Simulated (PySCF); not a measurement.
TlCl, SMILES [Cl][Tl]. The structure is a stationary point at PBE-D3(BJ)/def2-TZVP. The def2 effective core potentials stand for the cores of Tl; spin–orbit coupling is left out.

Computed equilibrium geometry at PBE-D3(BJ)/def2-TZVP (PySCF confirms it by a frequency run) as Cartesian coordinates in Å, and its point group:
point group C∞v.
```xyz
2

Tl     0.0000     0.0000    -0.4376
Cl     0.0000     0.0000     2.0848
```
Charge 0, spin multiplicity 1.
